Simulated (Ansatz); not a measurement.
Abridged output of a molecular run in Ansatz:

```
Functional definition: HF
1216 factors; integrals over basis functions are off by at most 1.5e-3 eV
mean field evaluation 1: about -6931.2878 eV, gradient 3.7e1 eV
mean field evaluation 2: about -6931.4264 eV, gradient 3.7e1 eV
mean field evaluation 4: about -6935.0850 eV, gradient 3.8e0 eV
mean field evaluation 8: about -6935.1350 eV, gradient 2.4e-1 eV
mean field -6935.13526153 eV, -254.8615200577 hartree, gradient 6.2e-7 eV, S^2 0.000000; 0 other end points of the search recorded, 0 dependent functions left out
6 core orbitals not correlated: weight in the atoms' cores, before any rotation towards them, 1.000 or more for the frozen orbitals, at most 0.000 for the correlated occupied ones
reference -6935.13526153 eV, -254.8615200577 hartree; 16, 16 occupied and 97, 97 virtual orbitals, 1216 factors
second order -22.26274276 eV of doubles, -0.00000000 eV of singles
cycle   1  -22.81309934 eV  change   -5.5e-1 eV  update   1.0e-1
cycle   2  -23.37677954 eV  change   -5.6e-1 eV  update   3.0e-2
cycle   3  -23.50378968 eV  change   -1.3e-1 eV  update   1.5e-2
cycle   4  -23.50056826 eV  change    3.2e-3 eV  update   3.6e-3
cycle   5  -23.50024492 eV  change    3.2e-4 eV  update   1.6e-3
cycle   6  -23.50052955 eV  change   -2.8e-4 eV  update   5.0e-4
cycle   7  -23.50017256 eV  change    3.6e-4 eV  update   2.0e-4
cycle   8  -23.50010955 eV  change    6.3e-5 eV  update   7.1e-5
cycle   9  -23.50012632 eV  change   -1.7e-5 eV  update   2.4e-5
perturbative correction -0.84084719 eV, -0.0309005642 hartree
Total energy: -6959.47623503 eV, -255.7560343351 hartree
```

Its atoms:

Z-matrix (Å, degrees):
```
B
C 1 1.611
C 1 1.842 2 86.6
C 1 1.575 2 106.6 3 47.7
C 1 1.894 2 48.8 3 -23.0
H 1 1.191 2 125.2 3 -123.1
H 2 1.086 1 120.4 3 130.5
H 2 1.089 1 114.9 3 -89.6
H 3 1.086 1 134.2 2 -141.0
H 4 1.086 1 119.4 2 -178.5
H 4 1.089 1 117.9 2 39.7
O 5 1.342 1 137.8 2 -97.3
H 12 0.964 5 109.6 1 -92.6
```

(1) Which basis set was used?
A. def2-SVP
B. def2-QZVPP
C. cc-pV(Q+d)Z
D. def2-TZVPP

(2) Write the keys of the input that set method, charge and spin (a neutral closed shell needs none for the last two).

## Answers

(1) A. It gives 119 functions.

(2) 
```yaml
correlation: {method: ccsd_t}
```
